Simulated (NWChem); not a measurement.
BeSiH$_{4}$SO; SMILES [SiH3][O][Be][SH]

```xyz
8

Be    -0.0287    -0.7138     0.0006
S     -0.0520    -2.6248    -0.0003
H      1.3116    -2.6830     0.0005
O     -0.0338     0.7072     0.0015
Si    -0.0073     2.3734    -0.0005
H     -0.6017     2.8938    -1.2805
H      1.4125     2.8570     0.1153
H     -0.8031     2.8988     1.1627
```
Atoms are numbered in this order, from 1.

Results from NWChem. Pople sets run with spherical d functions. Structure relaxed at the PBE-D3(BJ)/def2-SVP level. Vertical excitations in the gas phase; the lowest state need not have the same character in each row.

| level | lowest excitation, singlet (eV) | oscillator strength of that lowest state | orbital gap (eV) |
|---|---|---|---|
| PBE/6-31+G*, full TDDFT | [?] | [?] | [?] |
| B3LYP/6-31+G*, full TDDFT | 5.39 | 0.050 | 6.33 |
| Hartree-Fock/6-31+G*, TDHF | 6.27 | 0.054 | 11.09 |

Complete the blanks.


- PBE/6-31+G*, full TDDFT, lowest excitation, singlet (eV): 5.01
- PBE/6-31+G*, full TDDFT, oscillator strength of that lowest state: 0.032
- PBE/6-31+G*, full TDDFT, orbital gap (eV): 4.94
